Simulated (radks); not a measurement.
Coulomb parameter of the 4d shell of the technetium ion Tc+ in the model configuration [Kr] 4d4 5s1 5p1, as a second difference U = [E(n + 0.5) + E(n - 0.5) - 2 E(n)] / (0.5)^2 with all orbitals relaxed. "Bare": the charge of the atom changes with n. "Screened": the 5p shell takes up the change at fixed total charge, which measures U(4d,4d) + U(5p,5p) - 2 U(4d,5p). Method: scalar-relativistic Kohn-Sham, LDA (Slater exchange, Perdew-Wang correlation), spin-unpolarised, spherical densities, finite nucleus; Fermi nuclear charge, rms radius 4.4112 fm; computed with a radial shooting solver on a logarithmic mesh with Libxc functionals.

case                  configuration  E - E(n) (eV)
start              [Kr] 4d4 5s1 5p1          0.000
bare +0.5        [Kr] 4d4.5 5s1 5p1         -7.782
bare -0.5        [Kr] 4d3.5 5s1 5p1         10.560
screened +0.5  [Kr] 4d4.5 5s1 5p0.5         -4.539
screened -0.5  [Kr] 4d3.5 5s1 5p1.5          5.207

U(bare) = 11.114 eV, U(screened by 5p) = 2.673 eV, against the Slater integral F0(4d,4d) = 15.573 eV with frozen orbitals.
